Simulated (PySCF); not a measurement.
Zn(I)(NH2) (H₂INZn), SMILES [Zn]([NH2])[I]. Atoms are numbered in the order given.

```xyz
5

Zn     1.2209    -0.0208     0.0000
I     -1.2260     0.0039     0.0000
N      3.0468     0.1341     0.0000
H      3.5101    -0.2624    -0.8188
H      3.5101    -0.2624     0.8188
```

Geometry optimised at B3LYP-D3(BJ)/def2-SVP. The def2 effective core potentials stand for the cores of I; spin–orbit coupling is left out. One conformer was computed; it need not be the lowest.

Level of theory: C-PCM-B3LYP/def2-SVP (PySCF).

The values are the electrostatic part of the solvation free energy, E(continuum) − E(gas) at the gas-phase geometry, in a cavity of scaled van der Waals radii (PySCF's table); cavitation and dispersion terms are not included. A continuum can't describe solvent molecules that bind to the metal. In vacuum the orbital gap is 5.34 eV. The dipole moment in vacuum is 2.24 D.

| solvent | ε | ΔG(elec) (kcal/mol) | dipole (D) | gap (eV) |
|---|---|---|---|---|
| water | 78.36 | -15.0 | 3.26 | 5.64 |
| benzene | 2.27 | -7.7 | 2.74 | 5.50 |
| dimethylsulfoxide | 46.83 | -14.9 | 3.25 | 5.63 |
